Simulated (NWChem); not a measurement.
System: C2H2N3, doublet; SMILES C1=NC=N[N]1

Input file for NWChem:

```
start job
memory heap 200 mb stack 900 mb global 1100 mb
geometry units angstroms noautosym nocenter noautoz
  C      0.310542    -1.039451     0.000000
  N      1.190955    -0.047773     0.000000
  C      0.392891     1.011791     0.000000
  N     -0.979241     0.675381     0.000000
  N     -1.030547    -0.593336     0.000000
  H      0.561756    -2.101832     0.000000
  H      0.729205     2.050329     0.000000
end
basis spherical
  * library def2-svp
end
dft
  odft
  mult 2
  xc m06-2x
  iterations 150
end
cosmo
  do_cosmo_smd true
  solvent toluene
end
task dft energy
```

NWChem printed, in part:

```
             Northwest Computational Chemistry Package (NWChem) 7.3.0
             --------------------------------------------------------

                             Geometry "geometry" -> ""
                             -------------------------

 Output coordinates in angstroms (scale by  1.889725989 to convert to a.u.)

  No.       Tag          Charge          X              Y              Z
 ---- ---------------- ---------- -------------- -------------- --------------
    1 C                    6.0000     0.31054200    -1.03945100     0.00000000
    2 N                    7.0000     1.19095500    -0.04777300     0.00000000
    3 C                    6.0000     0.39289100     1.01179100     0.00000000
    4 N                    7.0000    -0.97924100     0.67538100     0.00000000
    5 N                    7.0000    -1.03054700    -0.59333600     0.00000000
    6 H                    1.0000     0.56175600    -2.10183200     0.00000000
    7 H                    1.0000     0.72920500     2.05032900     0.00000000

 Effective nuclear repulsion energy (a.u.)     155.2014075131

                                 NWChem DFT Module
                                 -----------------

 Summary of "ao basis" -> "ao basis" (spherical)
 ------------------------------------------------------------------------------
       Tag                 Description            Shells   Functions and Types
 ---------------- ------------------------------  ------  ---------------------
 C                          def2-svp                 6       14   3s2p1d
 N                          def2-svp                 6       14   3s2p1d
 H                          def2-svp                 3        5   2s1p

 in cosmo_initialize ...
 calling solv_data for solv:toluene

 solvent parameters
 solvname_short: toluene
 solvname_long:  toluene
 dielec:        2.3741
 dielecinf:     2.2383
 nonaqueous SMD model solvent descriptors
 dielec:        2.3741
 sola:          0.0000
 solb:          0.1400
 solc:          0.8570
 solg:         40.2000
 solh:          0.0000
 soln:          1.4961

          ---------------
          -cosmo- solvent
          ---------------
 Cosmo: York-Karplus, doi: 10.1021/jp992097l
 dielectric constant -eps-     =   2.37
 screen = (eps-1)/(eps    )    =   0.57879
 surface charge correction     = lagrangian

   van der Waals surface
 --------------------------

 ---------- ATOMIC COORDINATES (A.U.) ------------ VDWR(ANG.) --
     1    0.58683929   -1.96427757    0.00000000     1.850
     2    2.25057861   -0.09027788    0.00000000     1.890
     3    0.74245633    1.91200775    0.00000000     1.850
     4   -1.85049717    1.27628503    0.00000000     1.890
     5   -1.94745145   -1.12124246    0.00000000     1.890
     6    1.06156491   -3.97188655    0.00000000     1.200
     7    1.37799764    3.87456000    0.00000000     1.200
 number of segments per atom =        128
 number of   points per atom =        128
 atom (   nspa,  nppa )
 ----------------------
    1 (     46,     0 )       0
    2 (     64,     0 )       0
    3 (     46,     0 )       0
    4 (     64,     0 )       0
    5 (     62,     0 )       0
    6 (     52,     0 )       0
    7 (     54,     0 )       0
 number of -cosmo- surface points =      388
 molecular surface =     96.514 angstrom**2
 molecular volume  =     77.871 angstrom**3
 -lineq- algorithm             =   0
 -bem- low  level              =   3
 -bem- from -octahedral-
 gaussian surface charge width =   4.50000
 degree of switching           =   1.00000
 switching function tolerance  =   0.00010
 atomic radii =
 --------------
    1  6.000  1.850
    2  7.000  1.890
    3  6.000  1.850
    4  7.000  1.890
    5  7.000  1.890
    6  1.000  1.200
    7  1.000  1.200
 ...... end of -cosmo- initialization ......

 nat:                     7
 ixmem:                  2814
 calling mnsol_interface()
 G(SMD-CDS) energy (kcal/mol)  =    -2.854
 SMD-CDS SASA (angstrom**2)    =   107.714

            General Information
            -------------------
          SCF calculation type: DFT
          Wavefunction type:  spin polarized.
          No. of atoms     :     7
          No. of electrons :    35
           Alpha electrons :    18
            Beta electrons :    17
          Charge           :     0
          Spin multiplicity:     2
          Use of symmetry is: off; symmetry adaption is: off
          Maximum number of iterations: 150
          AO basis - number of functions:    80
                     number of shells:    36
          Convergence on energy requested:  1.00D-06
          Convergence on density requested:  1.00D-05
          Convergence on gradient requested:  5.00D-04

              XC Information
              --------------
                       M06-2X Method XC Functional
                     Hartree-Fock (Exact) Exchange  0.540
                        M06-2X Exchange Functional  1.000
                      M06-2X Correlation Potential  1.000

             Grid Information
             ----------------
          Grid used for XC integration:  medium
          Radial quadrature: Mura-Knowles
          Angular quadrature: Lebedev.
          Tag              B.-S. Rad. Rad. Pts. Rad. Cut. Ang. Pts.
          ---              ---------- --------- --------- ---------
          C                   0.70       49           9.0       434
          N                   0.65       49           9.0       434
          H                   0.35       45          11.0       434
          Grid pruning is: on
          Number of quadrature shells:   335
          Spatial weights used:  Erf1

      Superposition of Atomic Density Guess
      -------------------------------------

 Sum of atomic energies:        -238.98072385

      Non-variational initial energy
      ------------------------------

 Total energy =    -241.792521
 1-e energy   =    -631.077200
 2-e energy   =     234.083271
 HOMO         =      -0.229620
 LUMO         =       0.052820

[...]

                                COSMO-SMD solvation results
                                ---------------------------

             internal energy in gas <Psi(g)|H|Psi(g)> =      -241.281550018962
         internal energy in solvent <Psi(s)|H|Psi(s)> =      -241.280956601969
                               delta internal energy  =         0.000593416993 (    0.37 kcal/mol)
   total free energy in solvent <Psi(s)|H+V/2|Psi(s)> =      -241.289530617231
 polarization energy contribution <Psi(s)|V/2|Psi(s)> =        -0.008574015263 (   -5.38 kcal/mol)
    total free energy in solvent including G(SMD-CDS) =      -241.294078809870
                       G(SMD-CDS) energy contribution =        -0.004548192638 (   -2.85 kcal/mol)
     1 M fixed-concentration free energy of solvation =        -0.012528790907 (   -7.86 kcal/mol)

                    DFT Final Alpha Molecular Orbital Analysis
                    ------------------------------------------

 Vector   16  Occ=1.000000D+00  E=-3.897394D-01
              MO Center=  8.5D-01, -3.4D-02, -1.5D-09, r^2= 2.0D+00
   Bfn.  Coefficient  Atom+Function         Bfn.  Coefficient  Atom+Function
  ----- ------------  ---------------      ----- ------------  ---------------
    18      0.492662  2 N  px                21     -0.339332  2 N  px
    17     -0.245484  2 N  s                 60      0.222259  5 N  px
    46      0.217601  4 N  px                16     -0.200741  2 N  s
    63     -0.156255  5 N  px                49     -0.154573  4 N  px
     4      0.119644  1 C  px                32      0.113799  3 C  px

 Vector   17  Occ=1.000000D+00  E=-3.542510D-01
              MO Center= -1.0D+00,  4.1D-02,  1.2D-09, r^2= 1.7D+00
   Bfn.  Coefficient  Atom+Function         Bfn.  Coefficient  Atom+Function
  ----- ------------  ---------------      ----- ------------  ---------------
    60     -0.352712  5 N  px                46      0.343520  4 N  px
    45      0.287293  4 N  s                 59     -0.287105  5 N  s
    63      0.240462  5 N  px                49     -0.231531  4 N  px
    32      0.222917  3 C  px                 4     -0.217429  1 C  px
    44      0.207590  4 N  s                 58     -0.207524  5 N  s

 Vector   18  Occ=1.000000D+00  E=-3.431102D-01
              MO Center= -2.9D-02,  1.9D-03, -1.9D-09, r^2= 2.2D+00
   Bfn.  Coefficient  Atom+Function         Bfn.  Coefficient  Atom+Function
  ----- ------------  ---------------      ----- ------------  ---------------
     6      0.395497  1 C  pz                34     -0.395915  3 C  pz
     9      0.288700  1 C  pz                37     -0.288882  3 C  pz
    48      0.233769  4 N  pz                62     -0.234270  5 N  pz
    51     -0.180761  4 N  pz                65      0.181183  5 N  pz

 Vector   19  Occ=0.000000D+00  E= 3.640395D-02
              MO Center= -5.6D-01,  2.1D-02, -5.4D-10, r^2= 2.1D+00
   Bfn.  Coefficient  Atom+Function         Bfn.  Coefficient  Atom+Function
  ----- ------------  ---------------      ----- ------------  ---------------
    51      0.523692  4 N  pz                65     -0.524183  5 N  pz
    48     -0.425245  4 N  pz                62      0.425725  5 N  pz
     9      0.334067  1 C  pz                37     -0.332017  3 C  pz
     6      0.272009  1 C  pz                34     -0.270377  3 C  pz
    41      0.029600  3 C  d  1              13     -0.029225  1 C  d  1

 Vector   20  Occ=0.000000D+00  E= 5.113195D-02
              MO Center=  5.9D-01, -2.1D-02,  2.1D-09, r^2= 2.2D+00
   Bfn.  Coefficient  Atom+Function         Bfn.  Coefficient  Atom+Function
  ----- ------------  ---------------      ----- ------------  ---------------
    23      0.621801  2 N  pz                 9     -0.456480  1 C  pz
    20     -0.457018  2 N  pz                37     -0.457756  3 C  pz
     6     -0.344332  1 C  pz                34     -0.345589  3 C  pz
    51      0.165433  4 N  pz                65      0.162625  5 N  pz
    48     -0.137901  4 N  pz                62     -0.135706  5 N  pz

 Vector   21  Occ=0.000000D+00  E= 1.326503D-01
              MO Center=  7.6D-01, -5.1D-02,  3.5D-10, r^2= 8.4D+00
   Bfn.  Coefficient  Atom+Function         Bfn.  Coefficient  Atom+Function
  ----- ------------  ---------------      ----- ------------  ---------------
    72      1.610696  6 H  s                 77      1.596308  7 H  s
     3     -1.149645  1 C  s                 31     -1.143558  3 C  s
     8      0.640579  1 C  py                36     -0.614785  3 C  py
    35     -0.237763  3 C  px                 7     -0.188517  1 C  px
     2     -0.185841  1 C  s                 30     -0.184351  3 C  s

                     DFT Final Beta Molecular Orbital Analysis
                     -----------------------------------------

 Vector   15  Occ=1.000000D+00  E=-3.966649D-01
              MO Center=  1.4D-01, -5.4D-03, -1.1D-09, r^2= 2.1D+00
   Bfn.  Coefficient  Atom+Function         Bfn.  Coefficient  Atom+Function
  ----- ------------  ---------------      ----- ------------  ---------------
    20      0.412969  2 N  pz                23     -0.304507  2 N  pz
    48     -0.293990  4 N  pz                62     -0.293587  5 N  pz
    51      0.218789  4 N  pz                65      0.218504  5 N  pz
     6     -0.138602  1 C  pz                34     -0.137746  3 C  pz
     9     -0.081587  1 C  pz                37     -0.081062  3 C  pz

 Vector   16  Occ=1.000000D+00  E=-3.916987D-01
              MO Center=  8.0D-01, -3.2D-02,  1.6D-09, r^2= 2.1D+00
   Bfn.  Coefficient  Atom+Function         Bfn.  Coefficient  Atom+Function
  ----- ------------  ---------------      ----- ------------  ---------------
    18      0.495582  2 N  px                21     -0.340408  2 N  px
    60      0.226946  5 N  px                17     -0.223541  2 N  s
    46      0.221782  4 N  px                16     -0.189713  2 N  s
    63     -0.160076  5 N  px                49     -0.158119  4 N  px
     4      0.117089  1 C  px                32      0.111534  3 C  px

 Vector   17  Occ=1.000000D+00  E=-3.456956D-01
              MO Center= -1.0D+00,  4.1D-02, -1.2D-09, r^2= 1.7D+00
   Bfn.  Coefficient  Atom+Function         Bfn.  Coefficient  Atom+Function
  ----- ------------  ---------------      ----- ------------  ---------------
    60     -0.357130  5 N  px                46      0.347973  4 N  px
    45      0.273768  4 N  s                 59     -0.273732  5 N  s
    63      0.251189  5 N  px                49     -0.241964  4 N  px
    32      0.216223  3 C  px                 4     -0.210874  1 C  px
    44      0.201952  4 N  s                 58     -0.201939  5 N  s

 Vector   18  Occ=0.000000D+00  E=-1.463726D-01
              MO Center= -9.3D-02,  4.1D-03, -4.5D-10, r^2= 2.3D+00
   Bfn.  Coefficient  Atom+Function         Bfn.  Coefficient  Atom+Function
  ----- ------------  ---------------      ----- ------------  ---------------
     6      0.345881  1 C  pz                34     -0.346099  3 C  pz
     9      0.319280  1 C  pz                37     -0.319389  3 C  pz
    48      0.248669  4 N  pz                62     -0.249250  5 N  pz
    51     -0.207209  4 N  pz                65      0.207770  5 N  pz

 Vector   19  Occ=0.000000D+00  E= 7.498581D-02
              MO Center= -4.9D-01,  4.1D-03, -1.3D-10, r^2= 2.3D+00
   Bfn.  Coefficient  Atom+Function         Bfn.  Coefficient  Atom+Function
  ----- ------------  ---------------      ----- ------------  ---------------
    65     -0.538289  5 N  pz                51      0.533603  4 N  pz
    62      0.408383  5 N  pz                48     -0.404753  4 N  pz
     9      0.394960  1 C  pz                37     -0.381060  3 C  pz
     6      0.268261  1 C  pz                34     -0.259424  3 C  pz
    41      0.027183  3 C  d  1              13     -0.026638  1 C  d  1

 Vector   20  Occ=0.000000D+00  E= 7.833410D-02
              MO Center=  5.1D-01, -4.3D-03,  3.0D-09, r^2= 2.4D+00
   Bfn.  Coefficient  Atom+Function         Bfn.  Coefficient  Atom+Function
  ----- ------------  ---------------      ----- ------------  ---------------
    23      0.605789  2 N  pz                37     -0.532576  3 C  pz
     9     -0.522109  1 C  pz                20     -0.420547  2 N  pz
    34     -0.329287  3 C  pz                 6     -0.322138  1 C  pz
    51      0.184742  4 N  pz                65      0.170140  5 N  pz
    48     -0.142097  4 N  pz                62     -0.131132  5 N  pz

   alpha - beta orbital overlaps
   -----------------------------

   alpha      1      2      3      4      5      6      7      8      9     10
    beta      1      2      3      4      5      6      7      8      9     10
 overlap   1.000  1.000  1.000  0.778  0.778  1.000  1.000  1.000  0.999  1.000

   alpha     11     12     13     14     15     16     17     18     19     20
    beta     11     12     13     14     15     16     17     18     19     20
 overlap   0.999  0.997  1.000  1.000  0.998  1.000  1.000  0.997  0.998  0.993

   alpha     21     22     23     24     25     26     27     28     29     30
    beta     21     22     23     24     25     26     27     28     29     30
 overlap   0.999  0.999  0.972  0.973  0.999  0.999  0.999  0.999  0.997  0.998

   alpha     31     32     33     34     35     36     37     38     39     40
    beta     31     32     33     34     35     36     37     38     39     40
 overlap   0.998  0.997  0.998  0.999  0.999  0.991  0.993  0.998  1.000  0.999

[...]
```

Level: M06-2X/def2-SVP, spin-unrestricted, SMD on the gas-phase geometry. In the optimisation the excess spin sits in a" (Cs, its own frame). The geometry was optimised at PBE0/def2-SVP, spin-unrestricted. No stability test was run on the SCF state. Solvent: toluene.
